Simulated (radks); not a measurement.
Task: Coherent X-ray form factor from a spherical all-electron density. Method: Dirac Kohn-Sham, PBEsol, spin-unpolarised, spherical densities, point nucleus; computed with a radial shooting solver on a logarithmic mesh with Libxc functionals.

sin(theta)/lambda (1/angstrom)  f0 (electrons)
0.05                                    13.863
0.1                                     13.470
0.15                                    12.872
0.2                                     12.138
0.25                                    11.342
0.3                                     10.547
0.4                                      9.131
0.5                                      8.036
0.6                                      7.206
0.8                                      5.920
1                                        4.791
1.25                                     3.581
1.5                                      2.693
2                                        1.743

The species is in the configuration that NIST lists as its ground one. Which atom or ion scatters so?

Result: The potassium ion K5+, [Ne] 3s2 3p2. Extrapolating in s^2 from the first two rows gives f0(0) = 14.0, near the electron count 14; among species with that count, the fall with angle is slower the higher Z, and the table is that of Z = 19; from so few rows the species is fixed only to a neighbour or two.
